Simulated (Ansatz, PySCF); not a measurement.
C4HCl2F. Atoms are numbered in the order given.

```xyz
8

C     -0.1574     3.1261     0.0000
C      0.2185     1.9732     0.0000
C      0.6859     0.6364     0.0000
F      2.0047     0.4737     0.0000
C     -0.1102    -0.4559     0.0000
Cl    -1.8143    -0.3299     0.0000
Cl     0.5574    -2.0283     0.0000
H     -0.4960     4.1464     0.0000
```

The structure is a stationary point at PBE0-D3(BJ)/def2-SVP. This is a generated structure with no PubChem entry under its InChIKey; it may be hypothetical.

Vertical ionisation energy (IE) and electron affinity (EA) in eV. Rows of orbital energies are one-electron estimates. Where ΔSCF, EOM or ADC give a negative EA the extra electron is unbound and the value depends on the basis.

| level | IE | EA |
|---|---|---|
| −ε(HOMO), −ε(LUMO), r2SCAN/def2-TZVP (PySCF) | 6.19 | 2.31 |
| −ε(HOMO), −ε(LUMO), PBE/def2-TZVP (PySCF) | (withheld) | (withheld) |
| ΔSCF, PBE0/def2-SVPD (Ansatz), final states of multiplicity 2 and 2 | 9.12 | -0.08 |
| ΔSCF, PBE/def2-SVPD (Ansatz), final states of multiplicity 2 and 2 | 8.87 | -0.16 |

Question: Some entries are withheld; supply them. (The exact figures need the calculation; the answer reports its results.)

Answer: 
- −ε(HOMO), −ε(LUMO), PBE/def2-TZVP (PySCF), IE: 5.97
- −ε(HOMO), −ε(LUMO), PBE/def2-TZVP (PySCF), EA: 2.40

Question: What vertical singlet–triplet gap does ΔSCF give with PBE0/def2-SVPD (Ansatz, a first-principles code) and with PBE/def2-SVPD (Ansatz)? (The exact figures need the calculation; the answer reports its results.)

Answer: 3.01 and 3.01 eV (triplet above singlet where positive).
